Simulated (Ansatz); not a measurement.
Steps of a relaxation of C2H11NSi2 (`CC[SiH](N)[SiH3]`) with RKS PBE-D4/def2-SVP.

```sh
$ ansatz run in.yaml --threads 2 --pin off --events-out ev --progress --plain --max-ram 32768MiB --backend cpu
```

```yaml
crystal:
  periodic: [false, false, false]
  atoms:
    - {symbol: C, position_ang: [-0.923300, 0.123600, -2.126000]}
    - {symbol: C, position_ang: [-0.902300, 0.509800, -0.655800]}
    - {symbol: Si, position_ang: [0.560300, -0.147400, 0.248100]}
    - {symbol: N, position_ang: [0.718000, -1.844100, 0.166500]}
    - {symbol: Si, position_ang: [0.553400, 0.674500, 2.425300]}
    - {symbol: H, position_ang: [-1.866000, 0.632100, -2.585500]}
    - {symbol: H, position_ang: [-0.998100, -0.911800, -2.293000]}
    - {symbol: H, position_ang: [-0.060300, 0.565200, -2.686700]}
    - {symbol: H, position_ang: [-0.908100, 1.621600, -0.514800]}
    - {symbol: H, position_ang: [-1.806400, 0.145900, -0.143100]}
    - {symbol: H, position_ang: [1.821800, 0.291700, -0.398200]}
    - {symbol: H, position_ang: [1.513300, -2.194800, 0.627500]}
    - {symbol: H, position_ang: [0.654800, -2.119500, -0.819600]}
    - {symbol: H, position_ang: [-0.720700, 0.275100, 3.157500]}
    - {symbol: H, position_ang: [1.724600, 0.152500, 3.204300]}
    - {symbol: H, position_ang: [0.616000, 2.202800, 2.437700]}
basis:
  gaussian: {orbitals: def2-SVP}
hamiltonian: {xc: pbe, dispersion: d4}
relax: {f_tol: 0.03, max_steps: 200}
```

Positions (Å) and forces (eV/Å) along the path, 6 of 6 steps:

```xyz
16
step=1 energy=-19478.0464 eV
C    -0.923    0.124   -2.126   -1.306    3.468   -0.727
C    -0.902    0.510   -0.656   -0.192    0.359   -0.056
Si    0.560   -0.147    0.248    0.878    0.912    0.579
N     0.718   -1.844    0.167   -2.286   -0.521   -0.751
Si    0.553    0.674    2.425   -0.288    0.261    0.369
H    -1.866    0.632   -2.586    1.136   -0.858    0.254
H    -0.998   -0.912   -2.293   -0.071   -2.080   -0.363
H    -0.060    0.565   -2.687   -0.145   -0.342    0.184
H    -0.908    1.622   -0.515    0.030   -0.273   -0.127
H    -1.806    0.146   -0.143   -0.318   -0.115    0.150
H     1.822    0.292   -0.398    0.432    0.938   -0.291
H     1.513   -2.195    0.627    1.535   -0.966    0.622
H     0.655   -2.119   -0.820    0.295   -0.486    0.161
H    -0.721    0.275    3.158    0.197    0.055   -0.077
H     1.725    0.152    3.204    0.092   -0.014    0.120
H     0.616    2.203    2.438    0.012   -0.339   -0.046
16
step=2 energy=-19478.4601 eV
C    -0.960    0.159   -2.153   -0.392    0.979   -0.289
C    -0.890    0.512   -0.665   -0.364    0.214   -0.198
Si    0.629   -0.116    0.223    0.436    0.441    0.411
N     0.678   -1.854    0.192   -0.587   -0.046   -0.277
Si    0.563    0.653    2.446   -0.041    0.104    0.049
H    -1.872    0.609   -2.643    0.404   -0.255    0.231
H    -1.011   -0.919   -2.319    0.021   -0.583   -0.124
H    -0.081    0.567   -2.700   -0.041   -0.142    0.006
H    -0.907    1.617   -0.526    0.017   -0.039   -0.029
H    -1.787    0.135   -0.132   -0.034   -0.054    0.063
H     1.864    0.482   -0.429   -0.029    0.201   -0.021
H     1.475   -2.257    0.673    0.336   -0.368    0.070
H     0.626   -2.185   -0.779    0.153   -0.345    0.115
H    -0.704    0.257    3.174    0.067   -0.015   -0.077
H     1.734    0.151    3.247    0.036   -0.007    0.051
H     0.619    2.166    2.435    0.017   -0.086    0.020
16
step=3 energy=-19478.5200 eV
C    -0.965    0.168   -2.177    0.113   -0.093    0.071
C    -0.902    0.520   -0.683   -0.169    0.074   -0.010
Si    0.634   -0.093    0.234    0.214    0.122   -0.003
N     0.645   -1.854    0.184    0.120    0.078   -0.007
Si    0.604    0.661    2.469   -0.073   -0.069   -0.009
H    -1.871    0.581   -2.661   -0.081    0.036   -0.024
H    -0.989   -0.931   -2.340    0.002    0.029    0.005
H    -0.088    0.566   -2.729    0.008   -0.005    0.001
H    -0.936    1.624   -0.547    0.001    0.003   -0.009
H    -1.792    0.122   -0.147    0.016    0.000   -0.026
H     1.841    0.587   -0.412   -0.054   -0.067    0.000
H     1.406   -2.307    0.707   -0.130    0.003   -0.119
H     0.637   -2.224   -0.776    0.037   -0.096    0.137
H    -0.670    0.227    3.149    0.014    0.018    0.038
H     1.768    0.162    3.288   -0.005   -0.027   -0.033
H     0.657    2.169    2.485   -0.011   -0.007   -0.012
16
step=4 energy=-19478.5271 eV
C    -0.968    0.172   -2.178    0.063   -0.134    0.057
C    -0.902    0.540   -0.688    0.007   -0.013   -0.016
Si    0.658   -0.065    0.211   -0.066   -0.071    0.111
N     0.655   -1.832    0.209    0.121    0.074   -0.149
Si    0.591    0.636    2.460    0.049    0.034   -0.045
H    -1.881    0.573   -2.658   -0.071    0.033   -0.054
H    -0.984   -0.931   -2.330   -0.004    0.080    0.020
H    -0.096    0.568   -2.738    0.003    0.014   -0.004
H    -0.941    1.645   -0.561    0.005   -0.002   -0.005
H    -1.784    0.137   -0.142    0.033    0.002   -0.014
H     1.856    0.602   -0.456   -0.043   -0.046    0.029
H     1.403   -2.287    0.747   -0.102    0.052   -0.058
H     0.640   -2.251   -0.732    0.006   -0.033    0.119
H    -0.674    0.205    3.158    0.000   -0.014   -0.035
H     1.761    0.122    3.263   -0.005   -0.003   -0.011
H     0.644    2.142    2.478    0.004    0.026    0.055
16
step=5 energy=-19478.5333 eV
C    -0.972    0.119   -2.159   -0.089    0.033   -0.047
C    -0.903    0.582   -0.696   -0.005    0.067   -0.025
Si    0.653   -0.014    0.208   -0.058   -0.039   -0.021
N     0.658   -1.772    0.148    0.068   -0.011    0.094
Si    0.600    0.621    2.474    0.002    0.037   -0.002
H    -1.868    0.517   -2.683    0.056    0.030    0.024
H    -1.033   -0.986   -2.246    0.024   -0.045    0.073
H    -0.078    0.442   -2.731    0.010    0.039   -0.053
H    -0.927    1.695   -0.635   -0.004   -0.075   -0.020
H    -1.787    0.218   -0.130    0.003    0.011    0.010
H     1.850    0.658   -0.446    0.002    0.021    0.003
H     1.338   -2.244    0.753   -0.024   -0.026   -0.040
H     0.693   -2.199   -0.783    0.011   -0.015   -0.003
H    -0.673    0.160    3.137   -0.008   -0.004   -0.001
H     1.759    0.056    3.255    0.012   -0.016   -0.005
H     0.665    2.124    2.578   -0.002   -0.008    0.013
16
step=6 energy=-19478.5362 eV
C    -0.977    0.119   -2.164   -0.011   -0.020   -0.003
C    -0.903    0.589   -0.705   -0.005   -0.003    0.000
Si    0.648   -0.013    0.206    0.008    0.000   -0.001
N     0.667   -1.771    0.157   -0.005    0.015   -0.005
Si    0.599    0.618    2.473   -0.007    0.008    0.001
H    -1.878    0.511   -2.681   -0.003   -0.002   -0.004
H    -1.023   -0.989   -2.231   -0.004    0.006   -0.010
H    -0.092    0.451   -2.746    0.006    0.006   -0.019
H    -0.920    1.700   -0.653    0.009    0.006    0.014
H    -1.788    0.234   -0.135   -0.010    0.007    0.000
H     1.845    0.667   -0.443    0.001    0.001   -0.001
H     1.342   -2.242    0.765    0.016   -0.022    0.017
H     0.702   -2.210   -0.770    0.003    0.005    0.005
H    -0.675    0.156    3.133    0.001   -0.001    0.003
H     1.759    0.039    3.245   -0.001   -0.007   -0.008
H     0.671    2.119    2.593    0.002    0.002    0.008
```

Run time 15 s (2 threads of an AMD EPYC 7R13 on a shared host); peak host memory 0.21 GiB.
